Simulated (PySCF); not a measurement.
A calculated (PBE, PySCF 2.14, ANO-RCC-VTZP, scalar relativity by spin-free X2C-1e) atom or ion has these occupied shells.

| shell | electrons | orbital energy (eV) | rms radius, mean of both spins (bohr) |
| --- | --- | --- | --- |
| 1s α | 1 | -37180.2 | 0.0292 |
| 1s β | 1 | -37180.2 | 0.0292 |
| 2s α | 1 | -5883.6 | 0.119 |
| 2s β | 1 | -5883.6 | 0.119 |
| 2p α | 3 | -5282.7 | 0.106 |
| 2p β | 3 | -5282.6 | 0.106 |
| 3s α | 1 | -1247.9 | 0.312 |
| 3s β | 1 | -1247.9 | 0.312 |
| 3p α | 3 | -1054.6 | 0.312 |
| 3p β | 3 | -1054.5 | 0.312 |
| 3d α | 5 | -770.95 | 0.289 |
| 3d β | 5 | -770.94 | 0.289 |
| 4s α | 1 | -250.38 | 0.716 |
| 4s β | 1 | -250.37 | 0.716 |
| 4p α | 3 | -187.84 | 0.763 |
| 4p β | 3 | -187.83 | 0.763 |
| 4d α | 5 | -96.427 | 0.863 |
| 4d β | 5 | -96.413 | 0.863 |
| 5s α | 1 | -40.293 | 1.73 |
| 5s β | 1 | -40.234 | 1.73 |
| 5p α | 3 | -25.344 | 2.03 |
| 5p β | 3 | -25.277 | 2.03 |
| 6p α | 1 | -5.918 | 5.63 |

Task: Name the element and its charge.

Result: Ba⁺ (barium, charge +1), in [Xe] 6p1, 2P determinant (an excited configuration).
